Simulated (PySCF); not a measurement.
**C₄H₁₁B₂NO₂: full NMR table**

```yaml
Formula: C4H11B2NO2
SMILES: "[BH3-][N+]#CCB(OC)OC"
InChI: InChI=1S/C4H11B2NO2/c1-8-6(9-2)3-4-7-5/h3H2,1-2,5H3
Point_group_of_the_computed_structure: C1
Carbon_signals: 3
Proton_signals: 3
```

Bonds (- single, = double, # triple, : aromatic): B1-N2, N2#C3, C3-C4, C4-B5, B5-O6, O6-C7, B5-O8, O8-C9. B1 carries H10, H11, H12; C4 carries H13, H14; C7 carries H15, H16, H17; C9 carries H18, H19, H20. Formal charges: B1 -1, N2 +1.

Method: geometry: PBE0-D3(BJ)/def2-SVP, NMR shieldings at PBE0/pcSseg-1/GIAO, in PySCF (averaged over atoms made equivalent by symmetry, fast rotation or ring inversion, isolated molecule, one computed conformer, relativity neglected).

Scale: $^{1}$H and $^{13}$C vs TMS; BF3·OEt2 for $^{11}$B; $^{15}$N vs NH3; $^{17}$O against H2O (reference shieldings calculated alike).

| carbon | δC, type | δH (multiplicity) | HMBC from (2–3 bonds) | span of the C tensor (ppm) |
| --- | --- | --- | --- | --- |
| C3 | 115.9, C | – | H10/H11/H12, H13/H14 | 288 |
| C4 | 2.8, CH2 | 1.95 (s) | – | 28 |
| C7/C9 | 53.8, CH3 | 3.79 (s) | – | 77 |

Other nuclei:
```tsv
atoms	nucleus	environment	δ (ppm)	σ (ppm)
H10/H11/H12	$^{1}$H	hydrogen on a boron bonded to N	2.10	29.17
B5	$^{11}$B	boron bonded to C, 2 O	24.6	76.2
B1	$^{11}$B	boron bonded to N, 3 H	-36.3	137.0
N2	$^{15}$N	donor nitrogen of a Lewis adduct	234.8	30.9
O6/O8	$^{17}$O	oxygen bonded to C, B	115.0	219.6
```

- δC 115.9: nitrilium-type carbon.
- δC 53.8: methyl carbon bonded to O; deshielded by the electronegative neighbour.
- δC 2.8: sp3 CH2 bonded to B, α to a nitrile.
- δH 3.79: hydrogen on a methyl carbon bonded to O; its carbon carries O, which withdraws density.
- δH 1.95: hydrogen on an sp3 CH2 bonded to B, α to a nitrile.

Hydrogens on boron are broadened and split by $^{11}$B (spin 3/2, 80 %) and 10B (spin 3). A carbon bonded to boron is broadened by the quadrupolar boron nucleus and is often missing from a measured spectrum. Shifts are as computed. Against solution values, carbons near 30 ppm lie about +2 ppm off and those near 130 ppm about +5 ppm. Of 1211 compounds with measured shifts, 218 miss one by over three times the rms of a fit or turn the order of signals round; such compounds aren't used in these exercises. Experimental scales use liquid or dissolved standards, which lie at an offset from isolated NH3 (liquid NH3: subtract about 20 ppm) and H2O (liquid H2O: subtract about 36 ppm). Unscaled 15N shifts of sp2 nitrogen come out 20 to 40 ppm too high even then. No couplings were computed; multiplicities are counted from neighbouring protons, with m where these are inequivalent, close in shift, in a saturated or five-membered ring or joined by F or P, and br s for small geminal =CH2 splittings.
